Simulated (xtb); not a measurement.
C₃H₄, charge -1, doublet, geometry from GFN2-xTB (a state made from the parent by changing its charge; the spin is typed, not shown lowest), atoms displaced at random by about 0.02 Å a coordinate; GFN2-xTB (xtb).

xtb was given this input:
```
$ xtb mol.xyz --gfn 2 --chrg -1 --uhf 1 --opt vtight --json

# file mol.xyz
7

C      1.26597526    -0.11562754     0.07358779
C      0.01929528     0.39589458     0.06020894
C     -1.24708862    -0.08234095    -0.14141571
H      1.52824739    -0.99791149    -0.52488309
H      2.06686116     0.43285314     0.54236480
H     -2.11285967     0.57538534    -0.30661812
H     -1.53690766    -1.16950287     0.04619544
```

**Question.** Predict the main parts of the log of this xtb run.

**Answer.** 
```
   ID    Z sym.   atoms
    1    6 C      1-3
    2    1 H      4-7

           -------------------------------------------------
          |                Calculation Setup                |
           -------------------------------------------------

           -------------------------------------------------
          |                 G F N 2 - x T B                 |
           -------------------------------------------------

          ...................................................
          :                      SETUP                      :
          :.................................................:
          :  # basis functions                  16          :
          :  # atomic orbitals                  16          :
          :  # shells                           10          :
          :  # electrons                        17          :
          :  max. iterations                   250          :
          :  Hamiltonian                  GFN2-xTB          :
          :  restarted?                      false          :
          :  GBSA solvation                  false          :
          :  PC potential                    false          :
          :  electronic temp.          300.0000000     K    :
          :  accuracy                    1.0000000          :
          :  -> integral cutoff          0.2500000E+02      :
          :  -> integral neglect         0.1000000E-07      :
          :  -> SCF convergence          0.1000000E-05 Eh   :
          :  -> wf. convergence          0.1000000E-03 e    :
          :  Broyden damping             0.4000000          :
          :  net charge                         -1          :
          :  unpaired electrons                  1          :
          ...................................................

 iter      E             dE          RMSdq      gap      omega  full diag
   1     -8.5955519 -0.859555E+01  0.455E+00    3.15       0.0  T
   2     -8.6078754 -0.123234E-01  0.239E+00    3.11       1.0  T
   3     -8.6085737 -0.698300E-03  0.678E-01    3.10       1.0  T
   4     -8.6079731  0.600600E-03  0.441E-01    3.09       1.0  T
   5     -8.6090199 -0.104684E-02  0.595E-02    3.10       1.0  T
   6     -8.6090219 -0.198163E-05  0.447E-02    3.10       1.0  T
   7     -8.6090262 -0.432080E-05  0.677E-03    3.10       5.6  T
   8     -8.6090264 -0.163372E-06  0.233E-03    3.10      16.2  T
   9     -8.6090264 -0.124456E-07  0.232E-04    3.10     162.8  T
  10     -8.6090264  0.129097E-09  0.215E-04    3.10     176.1  T

   *** convergence criteria satisfied after 10 iterations ***

         :::::::::::::::::::::::::::::::::::::::::::::::::::::
         ::                     SUMMARY                     ::
         :::::::::::::::::::::::::::::::::::::::::::::::::::::
         :: total energy              -8.465216222130 Eh    ::
         :: gradient norm              0.037420307340 Eh/a0 ::
         :: HOMO-LUMO gap              3.101013333394 eV    ::
         ::.................................................::
         :: SCC energy                -8.609026307134 Eh    ::
         :: -> isotropic ES            0.136642611702 Eh    ::
         :: -> anisotropic ES          0.016064919310 Eh    ::
         :: -> anisotropic XC          0.005726538714 Eh    ::
         :: -> dispersion             -0.003566902500 Eh    ::
         :: repulsion energy           0.143810085004 Eh    ::
         :: add. restraining           0.000000000000 Eh    ::
         :: total charge              -1.000000000000 e     ::
         :::::::::::::::::::::::::::::::::::::::::::::::::::::

      -----------------------------------------------------------
     |                   =====================                   |
     |                        A N C O P T                        |
     |                   =====================                   |
     |               Approximate Normal Coordinate               |
[...]
 * total energy  :    -8.4652162 Eh     change       -0.1901768E-09 Eh
 * total energy  :    -8.4668242 Eh     change       -0.1607943E-02 Eh
 * total energy  :    -8.4670544 Eh     change       -0.2302316E-03 Eh
 * total energy  :    -8.4671020 Eh     change       -0.4758981E-04 Eh
 * total energy  :    -8.4671194 Eh     change       -0.1743661E-04 Eh
 * total energy  :    -8.4671220 Eh     change       -0.2538452E-05 Eh
 * total energy  :    -8.4671228 Eh     change       -0.8462322E-06 Eh
 * total energy  :    -8.4671230 Eh     change       -0.1465274E-06 Eh
 * total energy  :    -8.4671230 Eh     change       -0.1396280E-07 Eh
   *** GEOMETRY OPTIMIZATION CONVERGED AFTER 9 ITERATIONS ***
         :: total energy              -8.467122970241 Eh    ::
[...]
           -------------------------------------------------

    * Orbital Energies and Occupations

         #    Occupation            Energy/Eh            Energy/eV
      -------------------------------------------------------------
         1        2.0000           -0.3303854              -8.9902
         2        2.0000           -0.3139709              -8.5436
         3        2.0000           -0.2665744              -7.2539
         4        2.0000           -0.2333392              -6.3495
         5        2.0000           -0.2244533              -6.1077
         6        2.0000           -0.1894088              -5.1541
         7        2.0000           -0.1342308              -3.6526
         8        2.0000           -0.0780359              -2.1235
         9        1.0000           -0.0023156              -0.0630 (HOMO)
        10                          0.1171709               3.1884 (LUMO)
        11                          0.3489339               9.4950
        12                          0.3920645              10.6686
        13                          0.4738273              12.8935
        14                          0.4876905              13.2707
        15                          0.7116426              19.3648
        16                          0.9522816              25.9129
      -------------------------------------------------------------
                  HL-Gap            0.1194865 Eh            3.2514 eV
             Fermi-level            0.0086259 Eh            0.2347 eV

     #   Z          covCN         q      C6AA      α(0)
     1   6 C        2.831    -0.151    31.895     9.255
     2   6 C        1.961    -0.219    37.529     9.893
     3   6 C        2.831    -0.152    31.896     9.255
     4   1 H        0.922    -0.126     6.564     4.007
     5   1 H        0.924    -0.113     6.038     3.843
     6   1 H        0.924    -0.113     6.037     3.843
     7   1 H        0.922    -0.126     6.564     4.007

 Mol. C6AA /au·bohr⁶  :        753.626448
 Mol. C8AA /au·bohr⁸  :      16527.970181
 Mol. α(0) /au        :         44.100682

Wiberg/Mayer (AO) data.
largest (>0.10) Wiberg bond orders for each atom

 ---------------------------------------------------------------------------
     #   Z sym  total        # sym  WBO       # sym  WBO       # sym  WBO
 ---------------------------------------------------------------------------
     1   6 C    3.787 --     2 C    1.735     5 H    0.964     4 H    0.942
                             3 C    0.111
     2   6 C    3.521 --     1 C    1.735     3 C    1.735
     3   6 C    3.786 --     2 C    1.735     6 H    0.964     7 H    0.942
                             1 C    0.111
     4   1 H    0.983 --     1 C    0.942
     5   1 H    0.987 --     1 C    0.964
     6   1 H    0.987 --     3 C    0.964
     7   1 H    0.983 --     3 C    0.942
 ---------------------------------------------------------------------------

Topologies differ in total number of bonds
Writing topology from bond orders to xtbtopo.mol

molecular dipole:
                 x           y           z       tot (Debye)
 q only:        0.005       0.190       0.052
   full:        0.008      -0.135      -0.019       0.346
molecular quadrupole (traceless):
                xx          xy          yy          xz          yz          zz
 q only:       -6.522       0.063       2.428      -0.687      -0.395       4.093
  q+dip:       -3.515       0.081       1.615      -0.588      -0.070       1.900
   full:       -4.301       0.087       1.672      -0.655      -0.226       2.628

optimized geometry written to: xtbopt.xyz

           -------------------------------------------------
          | TOTAL ENERGY               -8.467122970241 Eh   |
          | GRADIENT NORM               0.000033678179 Eh/α |
          | HOMO-LUMO GAP               3.251394038460 eV   |
           -------------------------------------------------

normal termination of xtb
```
